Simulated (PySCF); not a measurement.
## GaGe⁺ at BP86

Level: BP86. basis Ga pcseg-1, Ge pcseg-1; no relativity; PySCF 2.14.

- state: ³Π (triplet), unpaired electrons σ ↑, π ↑
- bond length: 291.9 pm
- harmonic wavenumber: 112 cm⁻¹
- force constant: 0.262 mdyn/Å
- rotational constant Be: 0.05549 cm⁻¹
- anharmonicity ωexe: 0.653 cm⁻¹
- vibration–rotation constant αe: 0.000448 cm⁻¹
- well depth De to Ga⁺ + Ge: 107 kJ/mol
- dissociation energy D0: 106 kJ/mol
- bond order (Mayer): 0.78
- dipole moment (positive dipole points towards Ge; it is taken about the centre of mass and depends on that origin): -1.33 D

Spin–orbit coupling is left out. For an ion De counts to the pair picked by the measured ionisation energies or electron affinities, which need not be the lowest pair at this level. The state was picked by a PBE0 search and need not be the measured ground state.
